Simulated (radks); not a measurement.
Charge is removed step by step from the 3s down level of S+, starting from [Ne] 3s(up 1, down 1) 3p3. Method: non-relativistic Kohn-Sham, PBE, spin-polarised, spherical densities, point nucleus; open shells are filled with parallel spins first; computed with a radial shooting solver on a logarithmic mesh with Libxc functionals.

| removed (e) | E - E(0) (eV) | eigenvalue (eV) |
|---|---|---|
| 0 | 0.000 | -25.258 |
| 0.125 | 3.238 | -26.546 |
| 0.25 | 6.637 | -27.846 |
| 0.375 | 10.200 | -29.157 |
| 0.5 | 13.927 | -30.485 |
| 0.625 | 17.822 | -31.838 |
| 0.75 | 21.888 | -33.233 |
| 0.875 | 26.132 | -34.659 |

The mean slope of the eigenvalue, de/dn, is 10.7 eV per electron.
